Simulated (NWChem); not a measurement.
System: AlHCl₂; SMILES [Cl][AlH][Cl]

Here is an NWChem input.

```
start job
memory heap 200 mb stack 900 mb global 1100 mb
geometry units angstroms noautoz
  Al     0.000000     0.000000    -0.692821
  H      0.000000     0.000000    -2.270700
  Cl    -1.805929     0.000000     0.389456
  Cl     1.805929     0.000000     0.389456
end
basis spherical
  Al library 6-31+g*
  H library 6-31+g*
  Cl library 6-31+g*
end
dft
  xc slater vwn_5
  iterations 150
  vectors input atomic output neutral.movecs
end
task dft energy
charge 1
dft
  odft
  mult 2
  vectors input atomic output cation.movecs
end
task dft energy
charge -1
dft
  odft
  mult 2
  vectors input atomic output anion.movecs
end
task dft energy
```

Output (shortened):

```
             Northwest Computational Chemistry Package (NWChem) 7.3.0
             --------------------------------------------------------

 C2V symmetry detected

                             Geometry "geometry" -> ""
                             -------------------------

 Output coordinates in angstroms (scale by  1.889725989 to convert to a.u.)

  No.       Tag          Charge          X              Y              Z
 ---- ---------------- ---------- -------------- -------------- --------------
    1 Al                  13.0000     0.00000000     0.00000000    -0.73374040
    2 H                    1.0000     0.00000000     0.00000000    -2.31161940
    3 Cl                  17.0000    -1.80592900     0.00000000     0.34853660
    4 Cl                  17.0000     1.80592900     0.00000000     0.34853660

 Effective nuclear repulsion energy (a.u.)     163.3910130782

      Symmetry information
      --------------------

 Group name             C2v
 Group number             16
 Group order               4
 No. of unique centers     3

                                 NWChem DFT Module
                                 -----------------

 Summary of "ao basis" -> "ao basis" (spherical)
 ------------------------------------------------------------------------------
       Tag                 Description            Shells   Functions and Types
 ---------------- ------------------------------  ------  ---------------------
 Al                         6-31+g*                 10       22   5s4p1d
 H                          6-31+g*                  2        2   2s
 Cl                         6-31+g*                 10       22   5s4p1d

      Symmetry analysis of basis
      --------------------------

        a1         29
        a2          7
        b1         21
        b2         11

            General Information
            -------------------
          SCF calculation type: DFT
          Wavefunction type:  closed shell.
          No. of atoms     :     4
          No. of electrons :    48
           Alpha electrons :    24
            Beta electrons :    24
          Charge           :     0
          Spin multiplicity:     1
          Use of symmetry is: on ; symmetry adaption is: on
          Maximum number of iterations: 150
          AO basis - number of functions:    68
                     number of shells:    32
          Convergence on energy requested:  1.00D-06
          Convergence on density requested:  1.00D-05
          Convergence on gradient requested:  5.00D-04

              XC Information
              --------------
                        Slater Exchange Functional  1.000 local
                      VWN V Correlation Functional  1.000 local

             Grid Information
             ----------------
          Grid used for XC integration:  medium
          Radial quadrature: Mura-Knowles
          Angular quadrature: Lebedev.
          Tag              B.-S. Rad. Rad. Pts. Rad. Cut. Ang. Pts.
          ---              ---------- --------- --------- ---------
          Al                  1.25       88          11.0       590
          H                   0.35       45          11.0       434
          Cl                  1.00       88          13.0       590
          Grid pruning is: on
          Number of quadrature shells:   221
          Spatial weights used:  Erf1

      Superposition of Atomic Density Guess
      -------------------------------------

 Sum of atomic energies:       -1161.25957107

      Non-variational initial energy
      ------------------------------

 Total energy =   -1161.661084
 1-e energy   =   -1932.607449
 2-e energy   =     607.555352
 HOMO         =      -0.404995
 LUMO         =       0.001874

      Symmetry analysis of molecular orbitals - initial
      -------------------------------------------------

  Numbering of irreducible representations:

     1 a1          2 a2          3 b1          4 b2

  Orbital symmetries:

     1 a1          2 b1          3 a1          4 a1          5 b1
     6 a1          7 b1          8 a1          9 b2         10 b1
    11 a2         12 a1         13 b1         14 a1         15 b2
    16 a1         17 b1         18 a1         19 b1         20 a1
    21 b2         22 a2         23 b1         24 a1         25 a1
    26 b2         27 b1         28 a1         29 b2         30 a1
    31 b1         32 a1         33 a2         34 b1

   convergence    iter        energy       DeltaE   RMS-Dens  Diis-err
 ---------------- ----- ----------------- --------- --------- ---------
 d= 0,ls=0.0,diis     1  -1159.4157105177 -1.32D+03  2.33D-02  5.87D-01
 d= 0,ls=0.0,diis     2  -1159.3525511796  6.32D-02  1.77D-02  6.94D-01
 d= 0,ls=0.0,diis     3  -1159.4589393710 -1.06D-01  4.45D-03  7.77D-02
 d= 0,ls=0.0,diis     4  -1159.4721585154 -1.32D-02  7.59D-04  1.17D-03
 d= 0,ls=0.0,diis     5  -1159.4723463359 -1.88D-04  1.52D-04  1.04D-04
  Resetting Diis
 d= 0,ls=0.0,diis     6  -1159.4723622458 -1.59D-05  3.72D-05  3.08D-06
 d= 0,ls=0.0,diis     7  -1159.4723629026 -6.57D-07  7.96D-06  5.73D-08

         Total DFT energy =    -1159.472362902569
      One electron energy =    -1933.810347334723
           Coulomb energy =      682.435474671710
    Exchange-Corr. energy =      -71.488503317780
 Nuclear repulsion energy =      163.391013078224

 Numeric. integr. density =       48.000001512562

                  Occupations of the irreducible representations
                  ----------------------------------------------

                     irrep           alpha         beta
                     --------     --------     --------
                     a1               11.0         11.0
                     a2                2.0          2.0
                     b1                8.0          8.0
                     b2                3.0          3.0

                       DFT Final Molecular Orbital Analysis
                       ------------------------------------

[...]
```

Level: LDA (Slater exchange, VWN5)/6-31+G* (spherical d), vertical spin-unrestricted ions. All runs use the structure optimised with PBE-D3(BJ)/def2-SVP.
